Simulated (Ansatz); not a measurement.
Reaction (atomization): `C[SiH2][GaH][NH2]` → C• + Ga• + 8 H• + N• + Si•

Isolated molecules relaxed with PBE0-D4/def2-TZVP in Ansatz; ΔE leaves out vibrations. CCSD(T)/CBS adds triple-zeta CCSD(T) − MP2 to the extrapolated MP2 energy (def2 sets, frozen cores). This one scheme is used for every species, atoms too. For atomizations the MP2-based limit and the directly extrapolated one differ by several kJ/mol either way, and by 10 to 25 for some Ge, Se and Sn compounds, so smaller differences from it don't rank the levels. DFT in def2-TZVPP. B3LYP here is the variant with VWN-RPA as its local correlation; programs differ in this. Open shells (•) are unrestricted, without spin–orbit coupling. Spin–orbit coupling would lower the free atoms: a little for C, Si; clearly for Ga. For Ga outer-core shells are correlated without core-valence functions, so the limit isn't a true one: a few kJ/mol of doubt a bond, and 10 to 20 or more in all where bonds break to atoms. Scalar relativity is left out up to krypton. Each species was taken in one conformer, which may not be the lowest.

`C[SiH2][GaH][NH2]`:

```xyz
12

C    -1.651    0.571    1.433
Si    0.100    0.004    1.043
Ga    0.705    0.342   -1.260
N     1.524   -1.029   -2.133
H    -1.877    0.432    2.492
H    -2.384    0.006    0.852
H    -1.777    1.630    1.194
H     1.058    0.757    1.908
H     0.249   -1.437    1.408
H     0.482    1.625   -2.139
H     1.738   -1.916   -1.710
H     1.834   -0.984   -3.089
```

CCSD(T)/CBS gives +917.3 kcal/mol.

(1) Another level gave +913.5 kcal/mol. Which?
A. B3LYP-D4/def2-TZVPP
B. LDA (SPW92)/def2-TZVPP
C. PBE0-D4/def2-TZVPP
D. r2SCAN0/def2-TZVPP

Largest T1 diagnostic among the species: 0.014.

Results:

(1) A. B3LYP-D4 913.5, r2SCAN0 903.0, LDA (SPW92) 1027.2, PBE0-D4 909.2 kcal/mol.

From BLYP to BHLYP (50 % exact exchange), in def2-TZVPP and without D4, ΔE moves by −6.4 kcal/mol: exact exchange takes away binding that semilocal exchange gives to molecules. At CCSD(T), def2-SVP lies −58.5 kcal/mol from the extrapolated value and def2-TZVPP −22.3 kcal/mol: correlation converges slowly with the basis, and small sets miss more of it in the bonded molecule than in its fragments.
